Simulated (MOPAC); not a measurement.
MOPAC input (AM1):

```
AM1 PRECISE GNORM=0.05 LET XYZ GEO-OK AUX(PRECISION=9) THREADS=1
BrClSi

Si    0.37905529 1    0.37458605 1    1.09033515 1
Cl    1.11439094 1    1.83057975 1   -0.21844460 1
Br   -0.69289771 1   -1.03897316 1   -0.33003239 1
```

From the last part of the output:

```
                                                       MOPAC v23.2.5 Linux

          FINAL HEAT OF FORMATION =        -26.05404 KCAL/MOL =    -109.01011 KJ/MOL

          COSMO AREA              =        116.52 SQUARE ANGSTROMS
          COSMO VOLUME            =        107.16 CUBIC ANGSTROMS

          GRADIENT NORM           =          0.02998          =       0.01731 PER ATOM
          IONIZATION POTENTIAL    =          8.618448 EV
          HOMO LUMO ENERGIES (EV) =         -8.618 -2.030
          NO. OF FILLED LEVELS    =          9
          MOLECULAR WEIGHT        =        143.4425         POINT GROUP:  Cs

          MOLECULAR DIMENSIONS (Angstroms)

            Atom       Atom       Distance
           Br     3   Cl     2     3.40187
           Cl     2   Si     1     1.25157
           Br     3   Si     1     0.00000

          SCF CALCULATIONS        =          9

   ATOM   CHEMICAL          X               Y               Z
  NUMBER   SYMBOL      (ANGSTROMS)     (ANGSTROMS)     (ANGSTROMS)

     1      Si          0.37243252  *   0.38210288  *   1.00527124  *
     2      Cl          1.12037465  *   1.83139664  *  -0.17730751  *
     3      Br         -0.69295707  *  -1.04397376  *  -0.30700245  *

                             CARTESIAN COORDINATES

   1   Si        0.372432525     0.382102875     1.005271236
   2   Cl        1.120374651     1.831396636    -0.177307512
   3   Br       -0.692957071    -1.043973765    -0.307002447

           Empirical Formula: Si Cl Br  =     3 atoms

      MOLECULAR POINT GROUP   :   Cs

                  EIGENVALUES
 -37.80117 -31.29294 -16.88927 -14.39628 -13.80506 -13.15830 -11.79800 -11.69089
  -8.61845  -2.03008  -0.89634  -0.64324

              NET ATOMIC CHARGES AND DIPOLE CONTRIBUTIONS

  ATOM NO.   TYPE          CHARGE      No. of ELECS.   s-Pop       p-Pop
    1         Si           0.583820        3.4162     1.59916     1.81702
    2         Cl          -0.297288        7.2973     1.97677     5.32052
    3         Br          -0.286532        7.2865     1.95915     5.32738
 DIPOLE           X         Y         Z       TOTAL
 POINT-CHG.     0.398    -0.107     3.495     3.519
 HYBRID         0.021     0.701    -3.132     3.210
 SUM            0.419     0.594     0.362     0.812

          ATOMIC ORBITAL ELECTRON POPULATIONS

     Atom    s        px        py        pz
    1 Si   1.59916   0.34474   0.47148   1.00081
    2 Cl   1.97677   1.82929   1.69028   1.80096
    3 Br   1.95915   1.78719   1.73653   1.80367

 **********************
 *                    *
 * JOB ENDED NORMALLY *
 *                    *
 **********************

 == MOPAC DONE ==
```

The geometry given is a B3LYP-D3(BJ)/def2-TZVP minimum.
